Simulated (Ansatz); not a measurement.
Start from `C=NBC[SiH3]` and change one atom or group to get `C=NBI`.

Ansatz, PBE0-D4/def2-TZVP geometries, multiplicity 1. Each molecule was computed in one conformer, which needn't be the lowest.

Elements past krypton have def2 core potentials.

| property | `C=NBC[SiH3]` |
| --- | --- |
| size of the dipole moment (B3LYP/def2-TZVPP) / D | 2.06 |
| LUMO energy (PBE0/def2-TZVPP) / eV | -0.89 |
| HOMO energy (ωB97M-V/def2-TZVPP) / eV | -9.80 |
| HOMO energy (B3LYP/def2-TZVPP) / eV | -7.32 |
| ideal-gas entropy at 298 K and 1 bar (rigid rotor, harmonic PBE0-D4/def2-TZVP) / J/(mol·K) | 357 |
| LUMO energy (B3LYP/def2-TZVPP) / eV | -1.14 |

Q: Give the same properties after the change, and the shifts. (Estimate.)

A: The calculation gave: 
| property | `C=NBI` | shift |
| --- | --- | --- |
| size of the dipole moment (B3LYP/def2-TZVPP) / D | 3.27 | 1.21 |
| LUMO energy (PBE0/def2-TZVPP) / eV | -1.68 | -0.79 |
| HOMO energy (ωB97M-V/def2-TZVPP) / eV | -9.33 | 0.47 |
| HOMO energy (B3LYP/def2-TZVPP) / eV | -7.00 | 0.32 |
| ideal-gas entropy at 298 K and 1 bar (rigid rotor, harmonic PBE0-D4/def2-TZVP) / J/(mol·K) | 316 | -41 |
| LUMO energy (B3LYP/def2-TZVPP) / eV | -1.90 | -0.76 |

With PBE0 the HOMO rises by 0.29 eV and the LUMO falls by 0.79 eV, so the gap narrows by about 1.08 eV. PBE moves the HOMO by 0.15 eV and ωB97M-V by 0.47 eV. The zero-point energy changes by -136.1 kJ/mol with -18 modes. Dipoles are sizes alone; their direction can turn. Modes under 60 cm⁻¹, often nearly free rotors, make the harmonic entropy too high.

B3LYP here is the variant with VWN-RPA as its local correlation; programs differ in this.

Spin–orbit coupling is left out; it splits and shifts lone-pair levels of the heavy atoms by tenths of an eV.
